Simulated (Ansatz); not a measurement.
Potential energy curve for GaH, singlet.

Calculation: full CI/aug-cc-pVDZ, cores with 3d frozen (Ansatz, an electronic-structure program).

Relative to R = 1.68 Å, what are the energies at R = 1.35, 1.44, 1.50, 2.51 Å?

86.5 kJ/mol at 1.35 Å, 40.9 kJ/mol at 1.44 Å, 21.8 kJ/mol at 1.50 Å, 110.9 kJ/mol at 2.51 Å.
